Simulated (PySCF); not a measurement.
Molecule: H4BCl3GeO4Si, SMILES OB(O)O[SiH2][O][Ge]([Cl])([Cl])[Cl]. Atoms near the plane z = 0.0 Å, at the PBE0/def2-SVP optimised geometry (x, y, z in Å): Ge1 (2.1, -1.9, 0.0), Cl4 (4.2, -1.9, 0.0), O5 (1.6, -0.2, 0.0), Si6 (0.2, 0.6, 0.5), O7 (-1.1, -0.3, 0.2), B8 (-2.4, -0.2, 0.4), O9 (-2.8, 1.0, 1.0), O10 (-3.3, -1.2, 0.0), H12 (0.2, 1.9, -0.3), H14 (-4.2, -1.0, 0.2).

Level of theory: PBE0/def2-TZVP run with PySCF. Cells within 0.4 Å of a nucleus heavier than hydrogen are left out (blank, or x). The values are rescaled to run from 0 to 1.

```
|00000000000000000000000000000|
|00000000000000000000000000000|
|00000000000000000000000000000|
|00000000000000000000000000000|
|00000000000000000000000000000|
|00000000000000000000000000000|
|00000000000000000000000000000|
|00000000000012222100000000000|
|00000001110124443200000000000|
|00000123332235665310000000000|
|00001234543346776421000000000|
|00001345654456776432100000000|
|00002356665556776654310000000|
|00002346666777777876421110000|
|00023456777998678xx7533332100|
|00135678878xx8668xx7545554210|
|0013689x876887556887666765420|
|0013579x865555446799778886420|
|000245787533333458xx878x87531|
|00002355532112345799778987520|
|00000223220001345666667775420|
|00000001000001234555445554210|
|00000000000000233443333332100|
|00000000000000122322111110000|
|00000000000000001111000000000|
|00000000000000000000000000000|
|00000000000000000000000000000|
|00000000000000000000000000000|
|00000000000000000000000000000|
```
Scale: ten equal steps from 0.000 (start of '0') to 1.00 (end of '9'), in the order '0123456789'; x runs from -6.50 to 6.50, y from -6.50 (bottom) to 6.50 (top).

### Question
Which quantity is mapped?
A. electron localisation function
B. log10 of the electron density
C. an orbital amplitude
D. Laplacian of the electron density

### Answer
B, log10 of the electron density. In full: log10 of the electron density (e/bohr³), floored at −4.
